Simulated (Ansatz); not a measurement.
Consider the cleavage of the B–B bond: `CBB([SiH3])Cl` + `[SiH3]N[SiH3]` → `CBN([SiH3])[SiH3]` + `[SiH3]BCl`.

Gas-phase electronic energies from Ansatz, PBE0-D4/def2-TZVP geometries. CCSD(T)/CBS is the MP2 limit (def2-TZVPP, def2-QZVPP) plus CCSD(T) − MP2 in def2-TZVPP, frozen cores. This one scheme is used for every species. DFT in def2-TZVPP. One conformer a species, not always the lowest.

`CBB([SiH3])Cl`:

Z-matrix (Å, degrees):
```
C
B 1 1.560
H 1 1.091 2 116.3
H 1 1.093 2 113.2 3 128.7
H 1 1.102 2 104.3 3 -117.6
B 2 1.653 1 125.1 3 13.5
H 2 1.206 1 117.5 3 -166.4
Cl 6 1.757 2 120.8 1 88.0
Si 6 2.029 2 122.9 1 -91.6
H 9 1.489 6 112.8 2 -5.9
H 9 1.491 6 108.4 2 113.9
H 9 1.489 6 110.2 2 -127.5
```

`[SiH3]N[SiH3]`:

Cartesian coordinates in Å:
```
Si 1.553 0.094 0.126
N -0.077 -0.251 0.576
Si -1.527 0.000 -0.325
H 1.508 0.897 -1.121
H 2.351 -1.139 -0.121
H 2.249 0.861 1.195
H -0.193 -0.714 1.467
H -1.175 0.813 -1.514
H -2.544 0.715 0.493
H -2.147 -1.277 -0.777
```

`CBN([SiH3])[SiH3]`:

```xyz
15

C    -0.002    2.261   -0.199
B    -0.108    0.934    0.620
N    -0.011   -0.389    0.115
Si   -0.202   -1.637    1.334
Si    0.269   -0.889   -1.536
H     0.155    2.155   -1.272
H    -0.911    2.854   -0.040
H     0.811    2.873    0.209
H    -0.293    1.023    1.813
H     0.880   -1.560    2.347
H    -0.123   -2.951    0.639
H    -1.519   -1.523    2.006
H     0.506    0.283   -2.409
H    -0.905   -1.648   -2.041
H     1.455   -1.784   -1.585
```

`[SiH3]BCl`:

Cartesian coordinates in Å:
```
Si -0.361 0.357 0.702
B 0.424 -0.580 -0.901
Cl 1.482 0.243 -2.009
H -1.848 0.312 0.606
H 0.075 1.773 0.820
H 0.033 -0.380 1.936
H 0.196 -1.725 -1.154
```

(1) Is it downhill or uphill in electronic energy at CCSD(T)/CBS, and by how much? (An estimate is asked.)

(2) What do these levels give: ωB97M-V, r2SCAN, PBE0, HF/def2-TZVPP, CCSD/def2-TZVPP, MP2/def2-QZVPP? (An estimate is asked.)

Largest T1 diagnostic among the species: 0.014.

Results:

(1) Computed: Downhill: ΔE = -124.9 kJ/mol.

(2) Ansatz gave: ωB97M-V -125.2, r2SCAN -116.7, PBE0 -114.2, HF/def2-TZVPP -119.6, CCSD/def2-TZVPP -125.7, MP2/def2-QZVPP -130.7 kJ/mol.

In def2-TZVPP, CCSD(T) changes the Hartree–Fock value by −8.4 kJ/mol (the triples alone add −2.3 kJ/mol) and MP2 by −12.8 kJ/mol. From PBE to PBE0 (25 % exact exchange), in def2-TZVPP and without D4, ΔE moves by −3.0 kJ/mol. The D4 term adds −5.2 kJ/mol with B3LYP and −2.7 kJ/mol with PBE0; it sums over pairs of atoms, weighted by their polarisabilities, and B3LYP, whose exchange is more repulsive, gets the larger term.

B3LYP here is the variant with VWN-RPA as its local correlation; programs differ in this.
